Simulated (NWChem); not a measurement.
**Correlation energy of phosphoric acid (H₃O₄P)**

SMILES: O=P(O)(O)O
```xyz
8

O      0.4871     0.0867     1.4956
P      0.0953    -0.0025    -0.0820
O      1.2280    -0.0322    -1.0566
O     -0.9113    -1.2820    -0.0880
O     -0.9577     1.2315    -0.2187
H      1.2783     0.6506     1.6007
H     -0.3992    -2.0952    -0.2653
H     -1.0786     1.4500    -1.1635
```
Charge 0, spin multiplicity 1.

The numbers come from NWChem runs, not from measurements. Structure: optimised with PBE/def2-SVP, a minimum by its harmonic frequencies. It is one conformer; others weren't searched.

Basis set: def2-SVP. Each correlation energy counts from its own Hartree-Fock reference.

```csv
method,correlation energy (mHa),difference from CCSD(T)
MP2,-863.2,+36.6
SCS-MP2,-832.8,+67.1
CCSD,-878.5,+21.3
CCSD+T(CCSD),-901.6,-1.7
CCSD(T),-899.8,0.0
```

The values span 68.8 mHa, from CCSD+T(CCSD) (lowest) to SCS-MP2 (highest). 

The correlated methods keep 9 core orbitals frozen. Differences from the coupled-cluster row are differences between methods, not errors against experiment.
